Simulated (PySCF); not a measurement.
Species: [Si4]4- (charge -4).
Structure used (PBE0-D3(BJ)/def2-SVP), in Å, numbered top down from 1:
```
atom  x, y, z in Å
Si1    1.540   -0.044    0.043
Si2   -0.542    0.402    1.387
Si3   -0.455    1.034   -1.051
Si4   -0.543   -1.392   -0.379
```

Theory: PySCF 2.14.0, PBE0-D3(BJ)/def2-SVP geometry optimisation, gas phase.

Masses are those of the commonest isotopes; rigid-rotor values at the optimised geometry. The values belong to one conformer.

(1) What are A, B and C (MHz)?

(2) Classify the top.

Answers

(1) Ia = 177.22, Ib = 177.43, Ic = 177.49 u·Å²; 505379 MHz·u·Å²/I gives A = 2852, B = 2848, C = 2847 MHz.

(2) A spherical top, as the point group Td requires three equal moments; the computed ones differ by 0.15 % because the geometry is symmetric only within the optimiser's tolerance.

The point group Td allows no dipole (computed: 0.01 D (about the centre of mass, as the species is charged)), so a rigid rotor has no electric-dipole lines.

Problem. Estimate the classical rotational partition function at 50 K, 200 K and 298.15 K.

Solution. Point group Td, symmetry number σ = 12; q = (√π/σ)·√((kT/h)³/(ABC)), k/h = 20836.6 MHz/K: 1030 at 50 K, 8260 at 200 K, 15000 at 298.15 K.

Stationary, but not proved a minimum. Whether so highly charged an anion holds all its electrons in the gas phase wasn't checked; a finite basis holds them in any case. No counter-ion or solvent screens the charge of this multiply charged ion. These are rigid-rotor constants of the computed structure; measured ground-state constants (B0) also hold zero-point vibration.
